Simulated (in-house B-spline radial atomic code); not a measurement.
The numbers below are computed, except where a source is named.
Stopping and range of 50 keV Mg in InSb

The pair potential comes from two frozen, spherical free-atom densities (PBE, B-spline radial code, scalar-relativistic past argon): electrostatics plus the change in Thomas-Fermi kinetic and Dirac exchange energy where they overlap, the recipe behind the universal ZBL potential, which averages such potentials (from solid-state densities) over many pairs. It is written V = (Z1 Z2 e²/r) φ(r/a), with e² = 14.3996 eV·Å and a = 0.46850 Å/(Z1^0.23 + Z2^0.23); ZBL's fit is φ = 0.18175 e^(−3.1998x) + 0.50986 e^(−0.94229x) + 0.28022 e^(−0.4029x) + 0.02817 e^(−0.20162x). Where φ falls below 4e-4 it is continued as an exponential.

The target is taken as amorphous, with density 5.77 g/cm³ (NSM archive of the Ioffe Institute); channelling is ignored. Masses: Mg 24.3, In 114.82, Sb 121.76 u. Nuclear stopping is S_n = 4π a Z1 Z2 e² M1/(M1 + M2) × s_n(ε), with s_n integrated over impact parameters for each pair. Electronic stopping is Lindhard and Scharff's S_e = Z1^(1/6) 8π e² a0 Z1 Z2/(Z1^(2/3) + Z2^(2/3))^(3/2) × v/v0, with a0 = 0.529177 Å and v = v0 at 24.801 keV/u; it misses the oscillations with Z1 seen in experiment, which reach tens of per cent. Compounds add by atom fraction.

| target atom | a (Å) | ε at this energy | s_n, this pair | s_n, ZBL potential |
| --- | --- | --- | --- | --- |
| In | 0.11106 | 0.5413 | 0.3475 | 0.3416 |
| Sb | 0.11046 | 0.5225 | 0.3481 | 0.3427 |

**Question.** What are the atom density and the stopping powers at entry?

**Answer.** N = 5.77 × 0.602214/118.29 = 0.02938 atoms/Å³. For In: S_n = 2064 × 0.3475 = 717.2 eV·Å², S_e = 2.7290 × √50000 = 610.2 eV·Å². For Sb: S_n = 2035 × 0.3481 = 708.5 eV·Å², S_e = 2.7596 × √50000 = 617.1 eV·Å². Averaged over the target's atoms (half each) and times N × 10 Å/nm, the ion loses N S_n = 209 eV/nm to recoils and N S_e = 180 eV/nm to electrons; the nuclear share is 54 %.

Along the track:

| E (keV) | N S_n (eV/nm) | N S_e (eV/nm) |
| --- | --- | --- |
| 2.5 | 144 | 40.3 |
| 7.5 | 190 | 69.8 |
| 15 | 210 | 98.7 |
| 25 | 216 | 127 |
| 37.5 | 214 | 156 |
| 50 | 209 | 180 |

**Question.** Estimate the path length and the projected range.

**Answer.** With continuous slowing down the path is the integral of dE/(N (S_n + S_e)). Trapezoids over the table give 149 nm, and the stretch below the first row, with stopping taken as √E, adds 2E/(N S) = 27 nm: 176 nm in all, against 170 nm on a fine grid from 5 eV. Deflections shorten the depth: to first order in the energy passed on, N (S_n + S_e) dR_p/dE = 1 − N S_n (M2/M1) R_p/(2E), summed over the target's atoms, and integrating this on the fine grid gives R_p = 57 nm, 0.33 of the path. Lindhard's rule of thumb R/(1 + M2/3M1), with mean M2/M1 = 4.87, gives 64.9 nm; it is meant for M2/M1 below about 2. On the ZBL potential the same equation gives 58 nm, and the full integral equation, which keeps hard collisions, 61.4 nm.
